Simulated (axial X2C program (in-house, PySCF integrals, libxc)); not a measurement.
**Potential curves of ZrP⁺, with spin–orbit coupling**

Computed with an in-house all-electron X2C program for linear molecules (integrals from PySCF). Two-component (2c) means X2C with spin–orbit coupling and atomic mean-field two-electron Coulomb and Gaunt terms. Basis: Zr dyall-cv3z [11s12p9d6f3g], P dyall-v3z [8s7p2d1f] (cores contracted in-house); Gaussian nuclei, density fitting, unrestricted open shells. Masses: Zr 89.905 u, P 30.974 u.

State: Ω = 0 (closed shell). Energies in cm⁻¹ from the lowest point of each curve. Fits are polynomials in 1 − R0/R over 0.85 to 1.23 times the lowest point R0.

```
 R (Å)  B97-3   PBE0
1.8705  12137  11883
1.9565   5159   4990
2.0210   2095   1987
2.0855    476    424
2.1500      0      0
2.2252    556    620
2.3005   2013   2147
2.3973   4817   5048
2.5155   9141   9492
2.6875  16261  16761
```

The state is a single determinant with fixed occupations, the lowest that a limited PBE0 search found. The closed shell is kept restricted, so the energy runs too high when the bond is stretched far.

What are Re and ωe at the B97-3 level?

At B97-3, 2c: Re = 2.149 Å, ωe ≈ 560 cm⁻¹; Be follows as 0.158 cm⁻¹.

What are Re and ωe at the PBE0 level?

At PBE0, 2c: Re = 2.146 Å, ωe ≈ 564 cm⁻¹; Be follows as 0.159 cm⁻¹.
